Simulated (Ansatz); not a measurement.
`N[Si]1([SiH3])CC1` + H₂O → `N[Si]1(O)CC1` + SiH₄ at 298.15 K and 1 bar (formal hydrolysis of the Si–Si bond).

Computed with Ansatz on PBE0-D4/def2-TZVP structures; ΔE is electronic, products minus reactants. CCSD(T)/CBS is the MP2 limit (def2-TZVPP, def2-QZVPP) plus CCSD(T) − MP2 in def2-TZVPP, frozen cores. This one scheme is used for every species. One conformer a species, not always the lowest.

```json
{"species": "`N[Si]1([SiH3])CC1`", "CCSD(T)/CBS energy (Eh)": "-714.37172", "H − E (kJ/mol)": "300.0", "S (J/(mol·K))": "377.5"}
{"species": "H₂O", "CCSD(T)/CBS energy (Eh)": "-76.37941", "H − E (kJ/mol)": "66.4", "S (J/(mol·K))": "188.7"}
{"species": "`N[Si]1(O)CC1`", "CCSD(T)/CBS energy (Eh)": "-499.32285", "H − E (kJ/mol)": "268.2", "S (J/(mol·K))": "333.3"}
{"species": "SiH₄", "CCSD(T)/CBS energy (Eh)": "-291.46306", "H − E (kJ/mol)": "92.1", "S (J/(mol·K))": "204.8"}
```

H − E and S are ideal-gas, rigid-rotor, harmonic terms from PBE0-D4/def2-TZVP, for one conformer and one mirror image of each species. 1 Eh = 2625.50 kJ/mol, R = 8.31446 J/(mol·K).

Task: By hand: ΔE, ΔH, ΔS and ΔG.

Result: ΔE = (-499.32285) + (-291.46306) − (-714.37172) − (-76.37941) = -0.03478 Eh = -91.3 kJ/mol. Δ(H − E) = 268.2 + 92.1 − 300.0 − 66.4 = -6.1, so ΔH = -97.4 kJ/mol. ΔS = 333.3 + 204.8 − 377.5 − 188.7 = -28.1 J/(mol·K). ΔG = -97.4 − 298.15 × (-28.1)/1000 = -89.0 kJ/mol.

Task: By hand: the equilibrium constant, and the temperature at which ΔG would vanish if ΔH and ΔS stayed fixed.

Result: log₁₀ K = −ΔG/(RT ln 10) = 15.6. ΔG = 0 at ΔH/ΔS = 3466 K, far beyond where these terms or the molecules hold.

ΔH outweighs TΔS. A doubt of 5 kJ/mol in ΔE shifts log₁₀ K by 0.9 here. Other conformers and mirror images would add mixing entropy, several J/(mol·K) or more a flexible species. These are equilibria of isolated gas molecules and say nothing of rates. Largest T1 diagnostic: 0.012 (customary marks: 0.02 for closed shells, 0.045 for open ones).
